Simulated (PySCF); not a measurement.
C4H9FSi, SMILES [SiH2]1CC(C)(C1)F. Atoms are numbered in the order given.

```xyz
15

C      1.3209    -1.3133     0.0000
C     -0.0663    -0.7042     0.0000
F     -0.9768    -1.7492     0.0000
C     -0.2974     0.2562    -1.1882
Si     0.0942     1.6824     0.0000
C     -0.2974     0.2562     1.1882
H      1.4546    -1.9399    -0.8939
H      1.4546    -1.9399     0.8939
H      2.0996    -0.5357     0.0000
H     -1.3737     0.2695    -1.4240
H      0.2681     0.0426    -2.1052
H      1.5181     2.1333     0.0000
H     -0.8013     2.8768     0.0000
H      0.2681     0.0426     2.1052
H     -1.3737     0.2695     1.4240
```

The structure is a stationary point at PBE0-D3(BJ)/def2-SVP. The structure was generated by enumeration, and PubChem lists no compound with its InChIKey, so it may never have been made.

Two levels are set side by side: PBE/pcSseg-1 (PySCF) and HF/pcSseg-1 (PySCF). GIAO shifts against CFCl3 (¹⁹F), TMS (²⁹Si), TMS (¹H), TMS (¹³C) at the same level; non-relativistic, no solvent, atoms listed together averaged. Differences are taken from unrounded values.

| quantity | HF | PBE | PBE minus HF |
|---|---|---|---|
| δ(¹³C) of C1 (ppm) | 29.1 | 31.4 | 2.3 |
| δ(¹³C) of C2 (ppm) | 83.9 | 99.6 | 15.7 |
| δ(¹⁹F) of F3 (ppm) | -100.0 | -122.3 | -22.3 |
| δ(¹³C) of C4, C6 (ppm) | 24.5 | 29.6 | 5.1 |
| δ(²⁹Si) of Si5 (ppm) | -48.2 | -60.1 | -12.0 |

Rough cost on one machine, each run with all the roots and properties that it gave: HF against PBE within a factor of 2.
